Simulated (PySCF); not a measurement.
# V²⁺ (vanadium, charge +2): UHF calculation

Configuration: [Ar] 3d3, high-spin 4F determinant. Computed with PySCF 2.14 in x2c-TZVPPall (6s5p4d2f1g, 64 functions), with scalar relativity by spin-free X2C-1e.

```json
{
 "Total energy": "-947.422945 hartree",
 "One-electron energy": "-1287.6385 hartree",
 "Hartree (Coulomb) energy": "384.5707 hartree",
 "Exchange energy": "-44.3552 hartree",
 "⟨S²⟩": "3.7524",
 "⟨L²⟩": "12.032",
 "Sum of ⟨r⟩": "14.23 bohr",
 "Sum of ⟨r²⟩": "16.34 bohr²",
 "Langevin diamagnetic susceptibility": "-12.9 ×10⁻⁶ cm³/mol"
}
```

| shell | electrons | mean orbital energy (hartree) | rms radius, mean of both spins (bohr) |
| --- | --- | --- | --- |
| 1s α | 1 | -203.48196 | 0.0768 |
| 1s β | 1 | -203.48166 | 0.0768 |
| 2s α | 1 | -24.78648 | 0.332 |
| 2s β | 1 | -24.72595 | 0.332 |
| 2p α | 3 | -20.69484 | 0.303 |
| 2p β | 3 | -20.63329 | 0.303 |
| 3s α | 1 | -3.92868 | 1.02 |
| 3s β | 1 | -3.71290 | 1.02 |
| 3p α | 3 | -2.76092 | 1.11 |
| 3p β | 3 | -2.49522 | 1.11 |
| 3d α | 3 | -1.11232 | 1.43 |

Densities and radii are taken from the X2C orbitals without a picture-change correction, which distorts them close to the nucleus.

Spin-orbit constants ζ (cm⁻¹) from the X2C one-electron operator on these orbitals: bare nucleus, nucleus screened by l(l+1)(2l+1)/3 electrons, and screened by the Breit-Pauli mean field of the electrons.

```tsv
shell	bare	screened nucleus	mean field
2p	40590	37060	35430
3p	4593	4194	3982
3d	365.0	206.3	179.2
```

To first order the Landé constant is A = 59.73 cm⁻¹, so the lowest level has J = 3/2 and lies 0.0444 eV below the centre of the term. This holds in LS coupling only.
